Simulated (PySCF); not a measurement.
## Polarisability and C₆ of Ga²⁺ (gallium, charge +2)

[Ar] 3d10 4s1, 2S determinant. Computed with PySCF 2.14 in aug-cc-pVQZ-PP with ECP10MDF (7s6p5d3f2g, 89 functions), with scalar relativity through the core potential. Coupled (time-dependent) response in atomic units; α is the mean over directions.

| method | mean α (bohr³) | C₆ (like pair) | S(−4) |
| --- | --- | --- | --- |
| UHF | 12.10 | 36.65 | 136.3 |
| PBE | 9.360 | 27.29 | 72.75 |
| PBE0 | 9.914 | 29.03 | 84.25 |

S(−4) is the Cauchy moment in α(ω) = α(0) + S(−4) ω² + …

α(iu) at PBE:

```
u (hartree)  α(iu) (bohr³)
          0          9.360
     0.0500          9.182
      0.100          8.692
      0.200          7.219
      0.300          5.732
      0.500          3.690
      0.750          2.408
       1.00          1.749
       1.50          1.099
       2.00         0.7768
       3.00         0.4550
       5.00         0.2088
```

For an ion, C₆ is the dispersion term alone; charge-induced terms of lower order in 1/R come first.

Energies and moments cover only the electrons outside the core potential.
